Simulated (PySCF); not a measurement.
PySCF input for NbF6, SMILES [F][Nb-]([F])([F])([F])([F])[F], charge -1, multiplicity 1, PBE-D3(BJ)/def2-SVPD. Coordinates come from a PBE-D3(BJ)/def2-SVPD optimisation. The multiplicity is an assumed one; no other spin state was optimised. The isomer is the one that the SMILES or the coordinates give; other isomers of the formula were not compared. The def2 effective core potentials stand for the cores of Nb; spin–orbit coupling is left out.

```python
import numpy as np
from pyscf import gto, scf, dft, df
from pyscf.hessian import thermo

mol = gto.M(
    atom='''
    Nb    0.00000000    0.00000000    0.00000000
    F     0.00000000    1.92653583    0.00000000
    F     0.00000000   -1.92653583    0.00000000
    F     0.00000000    0.00000000   -1.92653583
    F     1.92653583    0.00000000    0.00000000
    F    -1.92653583    0.00000000    0.00000000
    F     0.00000000    0.00000000    1.92653583
    ''',
    basis='def2-SVPD',
    ecp={'Nb': 'def2-svp'},
    charge=-1,
    spin=0,
    max_memory=1600,
    verbose=3,
)
mf = dft.RKS(mol, xc='pbe').density_fit(auxbasis='def2-universal-jkfit')
mf.disp = 'd3bj'
mf.grids.level = 3
mf.conv_tol = 1e-11
mf.max_cycle = 100
mf.kernel()

# [left out here: the lines that compute and print the analytic Hessian (its translational invariance restored by hand, since the grid's response is missing), thermochemistry and intensities]
```

Output:

```
converged SCF energy = -655.586919685879

WARN: DFTD3 does not support analytical Hessian, using finite difference


WARN: Mole.unit (angstrom) is changed to Bohr

Mode                                 0                   1                   2
Irrep
Freq [cm^-1]                      115.5903            115.5910            115.5911
Reduced mass [au]                  18.9984             18.9984             18.9984
Force const [Dyne/A]                0.1496              0.1496              0.1496
Char temp [K]                     166.3087            166.3098            166.3098
Normal mode                   x     y     z       x     y     z       x     y     z
       0  Nb                 0.00 -0.00 -0.00   -0.00  0.00  0.00    0.00  0.00  0.00
       1   F                 0.00 -0.00 -0.00   -0.00  0.00  0.11    0.11  0.00  0.00
       2   F                 0.00 -0.00 -0.00   -0.00 -0.00  0.11    0.11 -0.00  0.00
       3   F                -0.00 -0.11 -0.00    0.00 -0.00  0.00   -0.11  0.00  0.00
       4   F                 0.00  0.11  0.00   -0.00  0.00 -0.11    0.00 -0.00 -0.00
       5   F                 0.00  0.11  0.00   -0.00  0.00 -0.11    0.00 -0.00 -0.00
       6   F                -0.00 -0.11 -0.00    0.00 -0.00  0.00   -0.11  0.00  0.00
Mode                                 3                   4                   5
Irrep
Freq [cm^-1]                      231.4528            231.4534            231.4534
Reduced mass [au]                  23.4807             23.4807             23.4807
Force const [Dyne/A]                0.7411              0.7411              0.7411
Char temp [K]                     333.0090            333.0099            333.0099
Normal mode                   x     y     z       x     y     z       x     y     z
       0  Nb                -0.00 -0.05  0.00   -0.00 -0.00 -0.05   -0.05  0.00  0.00
       1   F                 0.00 -0.06 -0.00    0.01 -0.00  0.09    0.09  0.00 -0.01
       2   F                 0.00 -0.06 -0.00    0.01 -0.00  0.09    0.09  0.00 -0.01
       3   F                 0.00  0.09  0.00    0.01  0.00 -0.06    0.09 -0.00  0.00
       4   F                -0.00  0.09 -0.00   -0.00  0.00  0.09   -0.06 -0.00 -0.01
       5   F                -0.00  0.09 -0.00   -0.00  0.00  0.09   -0.06 -0.00 -0.01
       6   F                 0.00  0.09  0.00    0.01  0.00 -0.06    0.09 -0.00  0.00
Mode                                 6                   7                   8
Irrep
Freq [cm^-1]                      255.5396            255.5397            255.5397
Reduced mass [au]                  18.9984             18.9984             18.9984
Force const [Dyne/A]                0.7309              0.7309              0.7309
Char temp [K]                     367.6647            367.6647            367.6647
Normal mode                   x     y     z       x     y     z       x     y     z
       0  Nb                 0.00  0.00  0.00   -0.00  0.00  0.00   -0.00 -0.00  0.00
       1   F                 0.00  0.00  0.01   -0.01  0.00  0.11    0.11 -0.00  0.01
       2   F                -0.00  0.00 -0.01    0.01 -0.00 -0.11   -0.11 -0.00 -0.01
       3   F                -0.11 -0.01  0.00    0.01 -0.11  0.00    0.00 -0.01 -0.00
       4   F                 0.00  0.00  0.11   -0.00 -0.01 -0.01   -0.00  0.11 -0.00
       5   F                 0.00 -0.00 -0.11   -0.00  0.01  0.01   -0.00 -0.11  0.00
       6   F                 0.11  0.01  0.00   -0.01  0.11  0.00   -0.00  0.01  0.00
Mode                                 9                  10                  11
Irrep
Freq [cm^-1]                      540.2100            540.2102            610.5493
Reduced mass [au]                  18.9984             18.9984             25.2436
Force const [Dyne/A]                3.2666              3.2666              5.5442
Char temp [K]                     777.2419            777.2422            878.4445
Normal mode                   x     y     z       x     y     z       x     y     z
       0  Nb                -0.00 -0.00  0.00   -0.00  0.00 -0.00    0.00  0.06 -0.00
       1   F                 0.00 -0.13 -0.00    0.00 -0.00  0.00   -0.00 -0.13  0.00
       2   F                 0.00  0.13 -0.00    0.00  0.00  0.00   -0.00 -0.13  0.00
       3   F                 0.00  0.00 -0.07   -0.00 -0.00  0.11   -0.00 -0.00  0.00
       4   F                 0.07  0.00 -0.00    0.11 -0.00  0.00   -0.00 -0.00  0.00
       5   F                -0.07  0.00 -0.00   -0.11 -0.00  0.00   -0.00 -0.00  0.00
       6   F                 0.00  0.00  0.07   -0.00 -0.00 -0.11   -0.00 -0.00  0.00
Mode                                12                  13                  14
Irrep
Freq [cm^-1]                      610.5495            610.5495            631.6469
Reduced mass [au]                  25.2435             25.2435             18.9984
Force const [Dyne/A]                5.5442              5.5442              4.4660
Char temp [K]                     878.4448            878.4448            908.7993
Normal mode                   x     y     z       x     y     z       x     y     z
       0  Nb                -0.06  0.00 -0.01   -0.01  0.00  0.06   -0.00  0.00  0.00
       1   F                 0.00 -0.00  0.00    0.00 -0.00 -0.00    0.00 -0.09 -0.00
       2   F                 0.00 -0.00  0.00    0.00 -0.00 -0.00    0.00  0.09 -0.00
       3   F                 0.00 -0.00  0.03    0.00 -0.00 -0.13   -0.00 -0.00  0.09
       4   F                 0.13 -0.00  0.00    0.03 -0.00 -0.00   -0.09  0.00  0.00
       5   F                 0.13 -0.00  0.00    0.03 -0.00 -0.00    0.09  0.00  0.00
       6   F                 0.00 -0.00  0.03    0.00 -0.00 -0.13   -0.00  0.00 -0.09
temperature 298.1500 [K]
pressure 101325.00 [Pa]
Rotational constants [GHz] 1.79179 1.79179 1.79179
Symmetry number 24
Zero-point energy (ZPE) 0.01219 [Eh]   32008.877 [J/mol]
                           tot       elec      trans        rot        vib
Entropy [J/mol/K]       364.032      0.000    175.248     92.465     96.320
Cv [J/mol/K]            120.191      0.000     12.472     12.472     95.247
Cp [J/mol/K]            128.505      0.000     20.786     12.472     95.247
Internal energy [J/mol]                      3718.434   3718.434  47996.025
Internal energy [Eh]   -655.56581  -655.58692
Enthalpy [J/mol]                             6197.391   3718.434  47996.025
Enthalpy [Eh]          -655.56486
Gibbs free energy [J/mol]                  -46052.686 -23849.926  19278.228
Gibbs free energy [Eh] -655.60620
mode   freq/cm-1   IR/(km/mol)
   1      115.59         0.000
   2      115.59         0.000
   3      115.59         0.000
   4      231.45        26.047
   5      231.45        26.047
   6      231.45        26.047
   7      255.54         0.000
   8      255.54         0.000
   9      255.54         0.000
  10      540.21         0.000
  11      540.21         0.000
  12      610.55       364.859
  13      610.55       364.858
  14      610.55       364.858
  15      631.65         0.000
max |gradient| / (hartree/bohr): 3.7447362609475184e-05
APT charges: [ 3.611  -0.7685 -0.7685 -0.7685 -0.7685 -0.7685 -0.7685]
```

The calculation finished and met its thresholds.
